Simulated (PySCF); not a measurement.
**Assigning NMR signals**

Bonds (- single, = double, # triple, : aromatic): C1-O2, O2-C3, C3=O4, C3-C5, C5-C6, C6-C7, C7-Si8, Si8-N9, Si8-N10, Si8-C5. C1 carries H11, H12, H13; C5 carries H14; C6 carries H15, H16; C7 carries H17, H18; N9 carries H19, H20; N10 carries H21, H22. Stereochemistry as in COC(=O)[C@H]1CC[Si]1(N)N. H15, H18 are cis to C3 on the ring; H16, H17 are trans to C3 on the ring.

- GFN2-xTB geometry
- PBE0/pcSseg-1 with gauge-including orbitals
- program: PySCF
- no solvent, one computed conformer, fast rotation and ring inversion assumed for equivalent nuclei, non-relativistic Hamiltonian

Chemical shifts δ = σref − σ; TMS for 13C (186.93 ppm), 1H (31.72 ppm), all at this level.

Question: Assign these signals to the numbered atoms. 13C{1H} NMR (computed): δ 185.4 (C), 52.9 (CH3), 45.2 (CH), 22.9 (CH2), 17.1 (CH2).

Answer: 
| δ (ppm) | atoms | environment | reason |
| --- | --- | --- | --- |
| 185.4 | C3 | ester carbonyl carbon | it is a carbonyl in resonance with an O or N lone pair, the region of acids, esters and amides |
| 52.9 | C1 | methyl carbon bonded to O | pulled downfield by the heteroatom |
| 45.2 | C5 | sp3 CH bonded to Si, α to a carbonyl | the adjacent C=O deshields it moderately |
| 22.9 | C7 | sp3 CH2 bonded to Si | – |
| 17.1 | C6 | sp3 CH2 in a ring | aliphatic region, no heteroatom directly attached |

Question: Assign these signals to the numbered atoms. 1H NMR (600 MHz, computed): δ 3.81 (s, 3H), 3.04 (m, 1H), 2.42 (m, 1H), 2.03 (m, 1H), 1.62 (m, 1H), 1.29 (m, 1H), 1.18 (br s, 2H), 0.74 (br s, 2H).

Answer: 
| δ (ppm) | atoms | environment | reason |
| --- | --- | --- | --- |
| 3.81 | H11/H12/H13 | hydrogen on a methyl carbon bonded to O | its carbon carries O, which withdraws density |
| 3.04 | H14 | hydrogen on an sp3 CH bonded to Si, α to a carbonyl | α to C=O |
| 2.42 | H15 | hydrogen on an sp3 CH2 in a ring | – |
| 2.03 | H16 | hydrogen on an sp3 CH2 in a ring | – |
| 1.62 | H17 | hydrogen on an sp3 CH2 bonded to Si | – |
| 1.29 | H18 | hydrogen on an sp3 CH2 bonded to Si | – |
| 1.18 | H19/H20 | hydrogen on a nitrogen bonded to Si | exchangeable; this is the value without hydrogen bonding to other molecules |
| 0.74 | H21/H22 | hydrogen on a nitrogen bonded to Si | – |

H18 and H19/H20 lie closer than the usual error of such a calculation, so a measured spectrum could show them in the other order.

Exchangeable OH/NH protons stand at their gas-phase positions; hydrogen bonding in a real sample shifts them, mostly to higher δ. Shifts are as computed. Against solution values, carbons near 30 ppm lie about +3 ppm off and those near 130 ppm about +5 ppm. Of 1309 compounds with measured shifts, 239 miss one by over three times the rms of a fit or turn the order of signals round; such compounds aren't used in these exercises. Multiplicities follow the n + 1 count of equivalent neighbours, as no J values were calculated; m marks all less simple cases, F and P coupling included.
